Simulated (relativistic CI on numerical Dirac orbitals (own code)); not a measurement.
Hyperfine structure of La¹¹⁺, mass number 137

Calculated at this level of theory: Dirac-Coulomb-Breit CI, separate exchange-only KLI orbitals for each configuration, QED by a radiative potential, unscaled Slater integrals (own radial code, finite nucleus).

Configurations in the expansion (outside the closed core [Ar] 3d10): 4s²4p⁶4d¹⁰, 4s²4p⁶4d⁹4f, 4s²4p⁶4d⁹5s, 4s²4p⁶4d⁹5p, 4s²4p⁵4d¹⁰4f, 4s²4p⁶4d⁹5d, 4s4p⁶4d¹⁰4f, 4s²4p⁶4d⁹6s, 4s²4p⁶4d⁹5f, 4s²4p⁶4d⁹6p. Double excitations out of closed p, d and f shells are left out; levels of such configurations are missing from the list, as are those of other unlisted configurations, and high levels can miss mixing partners.

Nuclear spin I = 7/2, μ = 2.696 μN, Q = 0.21 b (tables of Stone and Pyykkö). The electronic factors are computed for point nuclear moments, without core polarisation or the Bohr-Weisskopf and QED corrections.

| Level | E (cm⁻¹) | A (MHz) | B (MHz) |
| --- | --- | --- | --- |
| 4s²4p⁶4d⁹5s ³D3 | 711065 | 12920 | -1050 |
| 4s²4p⁶4d⁹5s ³D2 | 715605 | -8245 | -745 |
| 4s²4p⁶4d⁹5s ³D1 | 735722 | -11390 | -404 |
| 4s²4p⁶4d⁹5s ¹D2 | 739958 | 19510 | -901 |
| 4s²4p⁶4d⁹4f ³P°1 | 812567 | -173 | 84.1 |
| 4s²4p⁶4d⁹4f ³P°2 | 821002 | -427.1 | 89.5 |
| 4s²4p⁶4d⁹4f ³H°6 | 834116 | 932.6 | -849 |
| 4s²4p⁶4d⁹4f ³H°5 | 838066 | 1217 | -843 |

Levels with J = 0, under 50 % of one LS term, or S terms without an open s electron are left out. Small factors come from cancelling terms and can be off by tens of per cent or more.

At this charge energies of transitions that change n are usually good to better than 1 %, and those within a shell (Δn = 0) to a few per cent. Levels and lines within the n = 5 or 6 shells can be off by up to 10 % or somewhat more, and those that change n by about 2 %, since core polarisation is missing.

Question: Give the hyperfine levels of 4s²4p⁶4d⁹5s ³D3 relative to its centre of gravity.

Answer: With K = F(F + 1) − I(I + 1) − J(J + 1), E = AK/2 + B[¾K(K + 1) − I(I + 1)J(J + 1)]/[2I(2I − 1)J(2J − 1)]: F = 1/2: -175000, F = 3/2: -155400, F = 5/2: -122800, F = 7/2: -77360, F = 9/2: -19070, F = 11/2: 51900, F = 13/2: 135400 MHz.

LS names give the leading component of a level, which can be under half, so a name can repeat, a term be missing and a line seem to break the LS rules.
